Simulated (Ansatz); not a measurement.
Compare A (`B/C=C(\F)[SiH3]`) with its isomer B (`C[C@H]1B[Si@@H]1F`).

Calculated with Ansatz (gas phase, PBE0-D4/def2-TZVP geometries, no zero-point term in ΔE). CCSD(T)/CBS adds triple-zeta CCSD(T) − MP2 to the extrapolated MP2 energy (def2 sets, frozen cores). Functionals use def2-TZVPP.

A:

```xyz
11

B     0.6104    1.6639   -1.5178
C     0.6296    0.6083   -0.4054
C    -0.4278   -0.1248   -0.0276
F    -1.6139    0.0356   -0.6334
Si   -0.4771   -1.4377    1.3302
H     1.6095    2.2664   -1.7801
H    -0.3912    1.8912   -2.1252
H     1.5379    0.3955    0.1526
H    -0.8781   -2.7346    0.7311
H     0.8774   -1.5272    1.9246
H    -1.4767   -1.0365    2.3509
```

B:

Z-matrix (Å, degrees):
```
C
C 1 1.500
H 1 1.093 2 113.4
H 1 1.096 2 107.4 3 -117.8
H 1 1.093 2 113.4 3 125.6
B 2 1.469 1 131.2 3 -137.7
Si 2 2.355 1 96.0 3 -93.4
H 2 1.094 1 112.1 3 53.1
H 6 1.191 2 128.6 1 -164.7
F 7 1.599 2 135.8 1 137.7
H 7 1.478 2 96.2 1 20.3
```

Problem. Which is lower in electronic energy at CCSD(T)/CBS, and by how much? (Estimate.)

Solution. Computed: B, by 117.1 kJ/mol.

Problem. Give E(B) − E(A) in kJ/mol with ωB97M-V, MP2/def2-TZVPP, CCSD/def2-TZVPP, B2PLYP, PBE-D4, PBE0-D4, HF/def2-TZVPP. (Best estimate.)

Solution. The calculation gave: ωB97M-V -109.9, MP2/def2-TZVPP -126.2, CCSD/def2-TZVPP -103.9, B2PLYP -106.6, PBE-D4 -128.0, PBE0-D4 -122.0, HF/def2-TZVPP -44.5. None reverses the order clearly.

Largest T1 diagnostic: 0.013.

From PBE to PBE0 (25 % exact exchange), in def2-TZVPP and without D4, E(B) − E(A) moves by +5.7 kJ/mol. The D4 term adds −3.7 kJ/mol with B3LYP and −1.8 kJ/mol with PBE0; it sums over pairs of atoms, weighted by their polarisabilities, and B3LYP, whose exchange is more repulsive, gets the larger term.

B3LYP here is the variant with VWN-RPA as its local correlation; programs differ in this.
